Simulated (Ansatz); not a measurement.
Calculated with Ansatz (gas phase, PBE0-D4/def2-TZVP geometries, no zero-point term in ΔE). CCSD(T)/CBS is the MP2 limit (def2-TZVPP, def2-QZVPP) plus CCSD(T) − MP2 in def2-TZVPP, frozen cores. This one scheme is used for every species. DFT in def2-TZVPP. One conformer a species, not always the lowest.

Reaction (ligand exchange at the Si–O bond): `O[SiH2]O[SiH2]Cl` + `N[SiH3]` → `[SiH3]N[SiH2]Cl` + `O[SiH2]O`

`O[SiH2]O[SiH2]Cl`:

Cartesian coordinates in Å:
```
O 0.527 1.871 0.719
Si -0.388 1.305 -0.512
O -0.767 -0.282 -0.312
Si -0.176 -1.678 0.254
Cl 1.871 -1.524 0.464
H 1.424 1.542 0.801
H -1.646 2.074 -0.482
H 0.321 1.429 -1.809
H -0.726 -1.978 1.591
H -0.440 -2.761 -0.715
```

`N[SiH3]`:

Cartesian coordinates in Å:
```
N 0.693 -0.047 -0.810
Si -0.340 0.005 0.565
H 0.923 0.807 -1.292
H 0.618 -0.813 -1.460
H 0.166 1.065 1.476
H -1.778 0.304 0.292
H -0.283 -1.322 1.229
```

`[SiH3]N[SiH2]Cl`:

```xyz
10

Si   -1.175    0.021    1.050
N    -0.358   -0.366   -0.430
Si    1.277   -0.066   -0.825
Cl    1.603    1.841   -1.547
H    -0.123    0.370    2.036
H    -2.110    1.166    0.894
H    -1.960   -1.146    1.531
H    -0.948   -0.639   -1.205
H     2.094   -0.194    0.399
H     1.700   -0.987   -1.903
```

`O[SiH2]O`:

```xyz
7

O    -1.123    0.290   -0.870
Si   -0.151   -0.125    0.386
O     1.450   -0.020    0.037
H    -1.106    1.201   -1.166
H    -0.325    0.796    1.533
H    -0.549   -1.517    0.698
H     1.804   -0.624   -0.617
```

CCSD(T)/CBS gives +0.49 eV.

**Question.** Another level gave +0.50 eV. Which?
A. PBE-D4/def2-TZVPP
B. SCS-MP2/def2-TZVPP
C. HF/def2-TZVPP
D. BHLYP/def2-TZVPP

**Answer.** B. SCS-MP2/def2-TZVPP 0.50, PBE-D4 0.42, HF/def2-TZVPP 0.61, BHLYP 0.55 eV.

**Question.** What do rigid-rotor, harmonic-oscillator terms from PBE0-D4/def2-TZVP frequencies (298.15 K, 1 bar) make of the CCSD(T)/CBS value? (Estimate.)

**Answer.** Ansatz gave: ΔZPE = 0.00 eV, ΔH = +0.48 eV, ΔS = -17 J/(mol·K), ΔG = +0.53 eV. Modes under 50 cm⁻¹ make the entropy rough.

Largest T1 diagnostic among the species: 0.011.

From BLYP to BHLYP (50 % exact exchange), in def2-TZVPP and without D4, ΔE moves by +0.07 eV. Leaving LDA and LC-ωPBE aside and taking each functional with its dispersion term where it has one, the values, not all of them listed here, spread over 0.15 eV, from revPBE-D4 to BHLYP-D4.
